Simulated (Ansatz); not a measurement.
`F[SiH](F)[Si](Cl)(Cl)Cl` → `F[Si]F` + `Cl[SiH](Cl)Cl` at 298.15 K and 1 bar (silylene formation by 1,1-elimination).

Computed with Ansatz on PBE0-D4/def2-TZVP structures; ΔE is electronic, products minus reactants. CCSD(T)/CBS adds triple-zeta CCSD(T) − MP2 to the extrapolated MP2 energy (def2 sets, frozen cores). This one scheme is used for every species. Each species was taken in one conformer, which may not be the lowest.

```tsv
species	CCSD(T)/CBS energy (Eh)	H − E (kJ/mol)	S (J/(mol·K))
`F[SiH](F)[Si](Cl)(Cl)Cl`	-2157.97114	83.7	430.1
`F[Si]F`	-488.75686	23.6	256.9
`Cl[SiH](Cl)Cl`	-1669.16736	53.3	314.4
```

H − E and S are ideal-gas, rigid-rotor, harmonic terms from PBE0-D4/def2-TZVP, for one conformer and one mirror image of each species. 1 Eh = 2625.50 kJ/mol, R = 8.31446 J/(mol·K).

**Question.** By hand: ΔE, ΔH, ΔS and ΔG.

**Answer.** ΔE = (-488.75686) + (-1669.16736) − (-2157.97114) = 0.04692 Eh = 123.2 kJ/mol. Δ(H − E) = 23.6 + 53.3 − 83.7 = -6.8, so ΔH = 116.4 kJ/mol. ΔS = 256.9 + 314.4 − 430.1 = 141.2 J/(mol·K). ΔG = 116.4 − 298.15 × (141.2)/1000 = 74.3 kJ/mol.

**Question.** By hand: the equilibrium constant, and the temperature at which ΔG would vanish if ΔH and ΔS stayed fixed.

**Answer.** log₁₀ K = −ΔG/(RT ln 10) = -13.0. ΔG = 0 at ΔH/ΔS = 824 K.

The number of gas molecules changes by +1, which sets the sign of ΔS. A doubt of 5 kJ/mol in ΔE shifts log₁₀ K by 0.9 here. Other conformers and mirror images would add mixing entropy, several J/(mol·K) or more a flexible species. Modes under 60 cm⁻¹, often nearly free rotors, make the harmonic entropy too high. These are equilibria of isolated gas molecules and say nothing of rates. Largest T1 diagnostic: 0.015 (customary marks: 0.02 for closed shells, 0.045 for open ones).
